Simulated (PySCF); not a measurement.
Predicted microwave data (PySCF 2.14.0, PBE0-D3(BJ)/def2-SVP geometry optimisation, gas phase) for one isomer of C2H9NSi2:

| Quantity | Value |
| --- | --- |
| Rotational constants | A = 5840, B = 1465, C = 1299 MHz |
| Dipole components | \|μa\| = 1.77 D, \|μb\| = 0.14 D, \|μc\| = 1.12 D |
| Inertial defect | -42.51 u·Å² |
| κ | -0.93 |

Question: Which structure is it? (One computed conformer of each.)
A. `[CH2:1]=[N:2][SiH2:3][CH2:4][SiH3:5]` with C1–N2–Si3–C4 125°, N2–Si3–C4–Si5 42°
B. `[CH2:1]1[NH:2][SiH2:3][CH2:4][SiH2:5]1` with Si5–C1–N2–Si3 -25°, C1–N2–Si3–C4 31°, N2–Si3–C4–Si5 -21°, Si3–C4–Si5–C1 10°
C. `[CH2:1]=[N:2][SiH2:3][SiH2:4][CH3:5]` with C1–N2–Si3–Si4 -114°, N2–Si3–Si4–C5 -51°
D. `[CH2:1]=[CH:2][SiH2:3][NH:4][SiH3:5]` with C1–C2–Si3–N4 -3°, C2–Si3–N4–Si5 100°
E. `[SiH3:1][CH2:2]/[CH:3]=[N:4]\[SiH3:5]` with Si1–C2–C3–N4 91°
F. `[NH2:1][SiH2:2]/[CH:3]=[CH:4]/[SiH3:5]` with H–N1–Si2–C3 149° and -69°, N1–Si2–C3–C4 -14°

Answer: E. It is [SiH3]C/C=N\[SiH3], a near-prolate asymmetric top, point group C1. The candidates at the same level (rigid rotor, commonest isotopes):

```tsv
SMILES	A (MHz)	B (MHz)	C (MHz)	μa (D)	μb (D)	μc (D)	Δ (u·Å²)	point group	rotor
C=N[SiH2][SiH2]C	4995	1623	1410	0.45	0.23	0.60	-54.07	C1	asymmetric top
[SiH3]C/C=N\[SiH3]	5840	1465	1299	1.77	0.14	1.12	-42.51	C1	near-prolate asymmetric top
C=N[SiH2]C[SiH3]	5150	1697	1387	1.13	0.72	1.18	-31.57	C1	asymmetric top
N[SiH2]/C=C/[SiH3]	8727	1134	1033	1.25	0.99	0.46	-14.51	–	near-prolate asymmetric top
C=C[SiH2]N[SiH3]	5315	1651	1369	0.45	0.46	0.86	-32.03	C1	asymmetric top
C1N[SiH2]C[SiH2]1	4625	2934	1943	0.07	0.66	0.20	-21.45	C1	asymmetric top
```

`N[SiH2]/C=C/[SiH3]` has A 49 % too high; `C=C[SiH2]N[SiH3]` has B 13 % too high; `C=N[SiH2][SiH2]C` has A 14 % too low; `C1N[SiH2]C[SiH2]1` has B 100 % too high; `C=N[SiH2]C[SiH3]` has B 16 % too high. No structure here is proved a minimum.
